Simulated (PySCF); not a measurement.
Coordinates in bohr (charge 0 multiplicity 1):
```
Se   -0.0484    0.0000    0.0000
H     1.9198    0.0000    1.9864
H     1.9198    0.0000   -1.9864
```

Level of theory: PySCF, PBE, basis Se def2-TZVP, H def2-TZVP (no relativity, density fitting).

This geometry of H₂Se is a stationary point at this level.

Task: What is the point group?

Result: C2v.

Task: Is it a minimum?

Result: Yes: all harmonic wavenumbers are real.

Task: List the harmonic modes with their infrared intensities.

Result: 
```tsv
symmetry	ω (cm⁻¹)	IR (km/mol)	type
a1	1025	1.1	bend
a1	2363	8.3	stretch
b2	2377	8.1	stretch
```

Task: What is the atomisation energy, with and without zero-point energy?

Result: 680 kJ/mol without, 645 kJ/mol with.

In C2v the vibrations span 2a1 + b2. Here b1 is antisymmetric to the molecular plane and b2 lies in it.
